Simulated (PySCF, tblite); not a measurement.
Species: C5H9OP.
Cartesian coordinates in Å at the GFN2-xTB level; atoms count from 1:
```xyz
16
C5H9OP angstrom
C     -1.4964    0.4525   -2.7957
C     -0.9117    0.4119   -1.6002
C     -1.0418    1.5459   -0.6305
P      0.0464   -1.1011   -1.2276
C      0.6148   -0.7835    0.3256
O      1.3867   -1.7144    0.9400
C      1.8312   -1.3924    2.2341
H     -2.0865    1.2951   -3.1198
H     -1.4026   -0.3640   -3.4916
H     -1.6546    2.3335   -1.0641
H     -0.0644    1.9635   -0.3899
H     -1.5142    1.2135    0.2936
H      0.4178    0.1178    0.8958
H      2.4288   -2.2358    2.5751
H      2.4501   -0.4883    2.2287
H      0.9889   -1.2451    2.9191
```

The calculation used CAM-B3LYP/def2-SVPD in PySCF (dipole) on a GFN2-xTB geometry, gas phase.

Take the most abundant isotopes and a rigid rotor. The values belong to one conformer with, in the numbering `[CH2:1]=[C:2]([CH3:3])/[P:4]=[CH:5]/[O:6][CH3:7]`, C1–C2–P4–C5 180°, P4–C5–O6–C7 180°.

Problem. What are A, B and C (cm⁻¹)?

Solution. Ia = 92.73, Ib = 472.99, Ic = 559.36 u·Å²; 505379 MHz·u·Å²/I gives 5450, 1068 and 903.5 MHz, that is A = 0.18178, B = 0.03564, C = 0.03014 cm⁻¹.

Problem. What kind of rotor is it?

Solution. A near-prolate asymmetric top: κ = (2 × 1068 − 5450 − 903.5)/(5450 − 903.5) = -0.93.

Problem. Is it planar, by Δ = Ic − Ia − Ib?

Solution. Not planar: Δ = Ic − Ia − Ib = -6.37 u·Å². For a rigid frame Δ = −2 Σ m c², so Σ m c² = 3.18 u·Å² lies off the ab plane, practically all of it from hydrogen. The atom farthest from that plane is 0.89 Å away.

Problem. Which lines would a microwave search look for?

Solution. The dipole components are |μa| = 1.01 D, |μb| = 2.82 D, |μc| = 0.00 D; the mirror of this Cs structure is the ab plane, so μc vanishes by symmetry and there are no c-type lines. The squared components, which scale the intensities, stand as 0.13 : 1.00 (a : b). Some lines, for components of 0.1 D or more:

```csv
type,branch,"J(Ka,Kc)",MHz,lower level (cm⁻¹)
a,Q,"2(1,1) ← 2(1,2)",495,0.338
a,Q,"3(1,2) ← 3(1,3)",990,0.527
b,R,"3(0,3) ← 2(1,2)",1677,0.338
a,R,"1(0,1) ← 0(0,0)",1972,0.000
a,R,"2(0,2) ← 1(0,1)",3939,0.066
b,Q,"1(1,0) ← 1(0,1)",4546,0.066
b,Q,"2(1,1) ← 2(0,2)",4716,0.197
b,Q,"3(1,2) ← 3(0,3)",4979,0.394
a,R,"3(0,3) ← 2(0,2)",5898,0.197
a,R,"3(2,2) ← 2(2,1)",5916,0.793
a,R,"3(2,1) ← 2(2,0)",5934,0.793
a,R,"3(1,2) ← 2(1,1)",6160,0.354
b,R,"1(1,1) ← 0(0,0)",6353,0.000
b,R,"2(1,2) ← 1(0,1)",8160,0.066
b,R,"3(1,3) ← 2(0,2)",9886,0.197
b,Q,"2(2,0) ← 2(1,1)",13148,0.354
b,R,"2(2,0) ← 1(1,1)",17422,0.212
b,Q,"3(3,0) ← 3(2,1)",22299,0.991
b,R,"3(3,0) ← 2(2,1)",28238,0.793
```

Its GFN2-xTB frequencies are all real (lowest 22 cm⁻¹). No vibrational averaging or centrifugal distortion is included, and the geometry carries the error of its method. A rigid rotor knows nothing of internal rotation, which can split or shift real lines.
